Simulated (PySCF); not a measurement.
Stationary points of [ZrI3]+

Level of theory: PBE0 in PySCF with Zr def2-SVP with ECP28, I def2-SVP with ECP28; scalar-relativistic core potentials, no spin–orbit coupling; density-fitted integrals.

Relaxations began from a few typed shapes. The search is not exhaustive: other isomers or separated fragments can lie lower, and high-lying points may rest on an excited occupation.

**Question.** Order these stationary points by electronic energy, lowest first, in kJ/mol from the lowest minimum.
A. singlet C3v: Zr–I 2.615 Å (×3); I–Zr–I 109.0° (×3)
B. singlet D3h: Zr–I 2.626 Å (×3); I–Zr–I 120.0° (×3)

**Answer.** A (0.0), B (13.1).

**Question.** Which of them are minima?

**Answer.** By energy in kJ/mol, 0.0: minimum; 13.1: saddle point, 1 imaginary mode.

Formally Zr is in oxidation state +4, d0. A d0 centre has no lone pair, yet it is C3v rather than trigonal planar: covalent bonding through the d orbitals favours lower symmetry. The polar-tensor charge on Zr, 1.77, is far below the formal one.

For the lowest minimum: stability towards spin polarisation was not tested.
